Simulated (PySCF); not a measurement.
Coordinates in bohr (charge 0 multiplicity 1):
```
Br    0.0000    0.4625   -0.1895
O     0.0000   -2.5319    0.8205
H     2.8948    0.4757    0.3958
H     0.0000    3.0064    1.0683
H    -2.8948    0.4757    0.3958
```

Level of theory: PBE0/[Br def2-TZVP, O def2-TZVP, H def2-TZVP], no relativity, density fitting, PySCF.

This geometry of H₃BrO is a stationary point at this level.

Q: What is the point group?

A: Cs.

Q: Is it a minimum?

A: Yes: all harmonic wavenumbers are real.

Q: List the harmonic modes with their infrared intensities.

A: 
```
symmetry  ω (cm⁻¹)  IR (km/mol)
      a'       400          4.2
      a'       809         79.5
     a''       910         11.0
      a'       964          4.3
      a'      1139         26.9
     a''      1318         19.0
     a''      1732          810
      a'      1896          1.9
      a'      2094          136
```

Q: What are the dipole moment and the gap between the highest occupied and lowest empty levels?

A: 4.18 D and 5.05 eV.

Q: Give the atomic charges and bond orders.

A: 
```json
{"atom": "Br1", "Mulliken": "0.35", "Löwdin": "0.52", "polar tensor": "1.29", "Mayer order to Br1": "–"}
{"atom": "O2", "Mulliken": "-0.53", "Löwdin": "-0.55", "polar tensor": "-0.66", "Mayer order to Br1": "1.33"}
{"atom": "H3,5", "Mulliken": "0.03", "Löwdin": "-0.01", "polar tensor": "-0.25", "Mayer order to Br1": "0.76"}
{"atom": "H4", "Mulliken": "0.12", "Löwdin": "0.05", "polar tensor": "-0.13", "Mayer order to Br1": "0.78"}
```

Other isomers or separated fragments may lie lower.
